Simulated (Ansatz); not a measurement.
Cost and result up the ladder for the cluster Li₆O₂ (8 atoms). Total charge 0; singlet. Geometry: PBE0-D4/def2-TZVP.

```xyz
8

Li    0.893    0.387    1.054
Li    0.745    2.990   -0.779
Li   -1.627    1.186    0.300
Li    2.511   -1.898   -0.433
Li   -0.517   -1.904    0.504
Li    0.109   -0.055   -1.442
O    -1.275   -0.478   -0.308
O    -0.839   -0.228    1.103
```

Ansatz on 4 threads of Arm Neoverse V2 on a shared host. Times are rough, and most runs start from the orbitals of an earlier one. No level here is sound enough to serve as a yardstick. Binding counts from free atoms at the same level (Li doublet, O triplet; other spins of the atoms weren't run), without zero-point energy or a counterpoise term.

B3LYP takes the VWN-RPA correlation. HSE06 is defined as in plane-wave codes, on full-range PBE exchange. Correlated methods freeze 2 core orbitals; core or outer-core shells of Li are correlated, in sets that lack core-valence functions. The structure holds 1 bond(s) between oxygen atoms. Another isomer (singlet) lies 4.16 eV lower at PBE0-D4/def2-TZVP; other spin states weren't run for this one.

Correlated methods converge slowly with the basis.

| level | functions | wall time |
| --- | --- | --- |
| PBE0-D4/def2-TZVP | 146 | 1 s |
| PBE-D4/def2-TZVP (with forces) | 146 | 1.2 s |
| HSE06-D4/def2-TZVP | 146 | 1.2 s |
| B3LYP-D4/def2-TZVP | 146 | 1.4 s |
| r2SCAN-D4/def2-TZVP | 146 | 2.3 s |
| CCSD(T)/def2-TZVPP | 176 | 44 s |

(1) Estimate what each level gives for the binding energy per atom (eV).

Answers

(1) 
```json
{"level": "PBE0-D4/def2-TZVP", "binding energy per atom (eV)": "1.96", "remarks": "restricted SCF unstable in HF"}
{"level": "PBE-D4/def2-TZVP (with forces)", "binding energy per atom (eV)": "2.09", "remarks": "restricted SCF unstable in HF"}
{"level": "HSE06-D4/def2-TZVP", "binding energy per atom (eV)": "1.97", "remarks": "restricted SCF unstable in HF"}
{"level": "B3LYP-D4/def2-TZVP", "binding energy per atom (eV)": "1.99", "remarks": "restricted SCF unstable in HF"}
{"level": "r2SCAN-D4/def2-TZVP", "binding energy per atom (eV)": "2.00", "remarks": "restricted SCF unstable in HF"}
{"level": "CCSD(T)/def2-TZVPP", "binding energy per atom (eV)": "1.97", "remarks": "restricted SCF unstable"}
```
